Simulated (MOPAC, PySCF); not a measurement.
H$_{6}$BN$_{3}$, SMILES `B(N)(N)N`, neutral singlet in the gas phase. 

Cartesian coordinates (Å):
```xyz
10

N     -1.1000    -0.9050     0.1015
B      0.0002     0.0002    -0.0003
N      1.3402    -0.4945     0.0532
N     -0.2384     1.4007    -0.1572
H     -0.9891    -1.8948     0.2210
H     -2.0589    -0.6128     0.0648
H      1.5605    -1.4533     0.2502
H      2.1435     0.1066     0.0658
H      0.4970     2.0657    -0.3114
H     -1.1551     1.7873    -0.2877
```
Charge 0, spin multiplicity 1.

All levels are single points at this geometry (B3LYP-D3(BJ)/def2-TZVP); Pople sets use spherical d functions. Orbital energies aren't observables, and empty levels follow the basis.

PBE/6-31G* in PySCF gives dipole (D) = 0.03.

Q: Estimate the dipole (D) from each of these levels: B3LYP-D3(BJ)/def2-TZVP in PySCF; M06-2X/def2-TZVP in PySCF; B3LYP/3-21G in PySCF; B3LYP/6-311+G** in PySCF; BP86/6-31G* in PySCF; M06-2X/6-31G* in PySCF; SVWN5/6-31G* in PySCF; HF/3-21G in PySCF; HF/6-31G* in PySCF; AM1 in MOPAC; PM3 in MOPAC; PM6 in MOPAC.

A: 
```csv
level,dipole (D)
B3LYP-D3(BJ)/def2-TZVP in PySCF,0.03
M06-2X/def2-TZVP in PySCF,0.03
B3LYP/3-21G in PySCF,0.03
B3LYP/6-311+G** in PySCF,0.03
BP86/6-31G* in PySCF,0.03
M06-2X/6-31G* in PySCF,0.03
SVWN5/6-31G* in PySCF,0.03
HF/3-21G in PySCF,0.03
HF/6-31G* in PySCF,0.03
AM1 in MOPAC,0.03
PM3 in MOPAC,0.04
PM6 in MOPAC,0.03
```
